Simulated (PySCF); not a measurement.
PySCF input for GaH₂, SMILES [GaH2-] (connectivity only; charge and spin as stated), charge -1, multiplicity 1, PBE-D3(BJ)/def2-TZVPD. The structure is a stationary point at PBE-D3(BJ)/def2-TZVPD.

```python
import numpy as np
from pyscf import gto, scf, dft, df
from pyscf.hessian import thermo

mol = gto.M(
    atom='''
    Ga    0.00000000   -0.00000000   -0.07302241
    H     0.00000000    1.24191765    1.13184741
    H     0.00000000   -1.24191764    1.13184741
    ''',
    basis='def2-TZVPD',
    charge=-1,
    spin=0,
    max_memory=1600,
    verbose=3,
)
mf = dft.RKS(mol, xc='pbe').density_fit(auxbasis='def2-universal-jkfit')
mf.disp = 'd3bj'
mf.grids.level = 3
mf.conv_tol = 1e-11
mf.max_cycle = 100
mf.kernel()

# [left out here: the lines that compute and print the analytic Hessian (its translational invariance restored by hand, since the grid's response is missing), thermochemistry and intensities]
```

Program output:

```
converged SCF energy = -1925.7285216483

WARN: DFTD3 does not support analytical Hessian, using finite difference


WARN: Mole.unit (angstrom) is changed to Bohr

Mode                                 0                   1                   2
Irrep
Freq [cm^-1]                      756.5722           1318.1841           1338.2141
Reduced mass [au]                   1.0241              1.0202              1.0228
Force const [Dyne/A]                0.3454              1.0445              1.0792
Char temp [K]                    1088.5389           1896.5735           1925.3922
Normal mode                   x     y     z       x     y     z       x     y     z
       0  Ga                 0.00  0.00 -0.02    0.00  0.00  0.01   -0.00 -0.01  0.00
       1   H                 0.00 -0.46  0.52    0.00 -0.53 -0.46    0.00  0.50  0.49
       2   H                -0.00  0.46  0.52   -0.00  0.53 -0.46   -0.00  0.50 -0.49
temperature 298.1500 [K]
pressure 101325.00 [Pa]
Rotational constants [GHz] 177.67473 162.53282 84.88341
Symmetry number 2
Zero-point energy (ZPE) 0.00778 [Eh]   20414.097 [J/mol]
                           tot       elec      trans        rot        vib
Entropy [J/mol/K]       222.506      0.000    162.038     59.237      1.231
Cv [J/mol/K]             29.105      0.000     12.472     12.472      4.162
Cp [J/mol/K]             37.420      0.000     20.786     12.472      4.162
Internal energy [J/mol]                      3718.434   3718.434  20707.799
Internal energy [Eh]   -1925.71780  -1925.72852
Enthalpy [J/mol]                             6197.391   3718.434  20707.799
Enthalpy [Eh]          -1925.71686
Gibbs free energy [J/mol]                  -42114.174 -13943.196  20340.702
Gibbs free energy [Eh] -1925.74213
mode   freq/cm-1   IR/(km/mol)
   1      756.57       206.212
   2     1318.18      1333.574
   3     1338.21      1164.914
max |gradient| / (hartree/bohr): 3.2361857711743437e-06
APT charges: [ 0.0008 -0.5004 -0.5004]
```

Self-consistency was reached.

Cost: around 7 core-seconds (rough).
